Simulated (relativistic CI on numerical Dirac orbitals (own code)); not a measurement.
Spin-allowed bands of a d2 ion in an octahedral site, by hand

Problem. Take Δ = 20050 cm⁻¹ and B = 530 cm⁻¹ for a d2 ion in an octahedral site. Calculate the three spin-allowed bands.

Working.
1. The terms of highest spin are 3F (energy 0) and 3P (15B = 7950 cm⁻¹). Here the F term splits into A2 at +1.2Δ = 24060, T2 at +0.2Δ = 4010 and T1 at −0.6Δ = -12030 cm⁻¹.
2. The two T1 states mix through the element 0.4Δ: H = [[-12030, 8020], [8020, 7950]], with roots ½(H₁₁ + H₂₂) ∓ ½√[(H₂₂ − H₁₁)² + 4H₁₂²] = ½(-4080) ∓ ½(25622) = -14851 and 10771 cm⁻¹.
3. The ground term is 3T1 at -14851 cm⁻¹.
4. Bands: 3T2 18861 cm⁻¹ (530 nm), 3T1(P) 25622 cm⁻¹ (390 nm), 3A2 38911 cm⁻¹ (257 nm).

Check. Exact diagonalisation of the whole d2 shell with these parameters gives 3T2 18861, 3T1 25622, 3A2 38911 cm⁻¹. The match is exact, since without spin-orbit coupling no other term has this spin. The ratio of the second band to the first, 1.358, depends on Δ/B = 37.8 alone, which is how a Tanabe-Sugano diagram is read.
